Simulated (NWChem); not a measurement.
# Correlation energy of AlP

```xyz
2

Al     0.0000     0.0000     1.1825
P      0.0000     0.0000    -1.0249
```
Charge 0, spin multiplicity 3.

Everything below was run with NWChem. The geometry was optimised at UPBE0/def2-SVP, a minimum by its harmonic frequencies.

Basis set: cc-pVTZ. Each correlation energy counts from its own Hartree-Fock reference.

```
method           correlation energy (mHa)
---------------  ------------------------
URI-MP2                            -163.2
UMP2                               -163.1
SCS-UMP2                           -163.7
CCSD on ROHF                       -200.1
CCSD[T] on ROHF                    -214.0
CCSD(T) on ROHF                    -213.6
CCSD on UHF                        -191.0
CCSD[T] on UHF                     -203.5
CCSD(T) on UHF                     -203.0
```

The values span 50.9 mHa, from CCSD[T] on ROHF (lowest) to UMP2 (highest). 

The correlated methods keep 10 core orbitals frozen. This spin state was chosen for the runs; another may lie lower. The structure started from a generated list of species. The unpaired electrons of the parent sit in orbitals of symmetry a1 and b2 (C2v labels of the run); other states weren't searched. No SCF solution was tested for a lower state. Open-shell Hartree-Fock references start from PBE0 orbitals. No row is a measurement; the coupled-cluster row has its own basis-set and correlation limits.
